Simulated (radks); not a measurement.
Values are calculated unless marked as measured or tabulated.
Species: Pd4+. Configuration: [Kr] 4d6 (the NIST ground configuration).

Code: a radial shooting solver on a logarithmic mesh with Libxc functionals. Model: scalar-relativistic Kohn-Sham, BLYP, spin-polarised, spherical densities, finite nucleus; open shells are filled with parallel spins first (spin-orbit coupling, left out, can overturn this in heavy ions); Fermi nuclear charge, rms radius 4.5318 fm.

Energy parts (hartree):
total: -5042.32380
kinetic: 5230.46787
electron-nucleus: -12093.42160
Hartree: 1963.26151
exchange-correlation: -142.63159

Orbitals (lengths in bohr, moments of r in powers of bohr; <r^-3> diverges for s and p1/2; r(90%) holds 90 % of the orbital's charge):
orbital  occ.  eigenvalue (hartree)  <r^-3>  r(90%)
1s down     1             -890.3939       -  0.0571
1s up       1             -890.3938       -  0.0571
2s up       1             -131.8977       -   0.214
2s down     1             -131.8673       -   0.214
2p up       3             -118.4934    3505   0.196
2p down     3             -118.4702    3506   0.196
3s up       1             -25.55969       -   0.559
3s down     1             -25.54412       -   0.559
3p up       3             -21.15683   618.8   0.570
3p down     3             -21.13911   618.5   0.570
3d up       5             -14.16485   84.27   0.567
3d down     5             -14.13741   84.23   0.566
4s up       1              -5.30259       -    1.35
4s down     1              -5.17821       -    1.35
4p up       3              -4.01948   104.9    1.49
4p down     3              -3.89166   105.7    1.49
4d up       5              -2.14910   9.715    1.91
4d down     1              -2.02677   9.590    1.95

The highest occupied level is 4d down at -55.151 eV. For comparison, the ionisation energy in NIST's Atomic Spectra Database is 61 eV (theoretical). In exact Kohn-Sham theory the highest level is minus the ionisation energy, but local and semilocal functionals leave it too shallow, through self-interaction and a potential that decays too fast; potentials with the right tail come closer. The density falls to 0.001 e/bohr^3 at r = 2.94 bohr. The electron density at the nucleus is 1.361e+05 e/bohr^3 (large components only). Summed over all electrons, <r^2> = 22.94 bohr^2, which gives a Langevin (diamagnetic) susceptibility term of -18.2 x 10^-6 cm^3/mol.
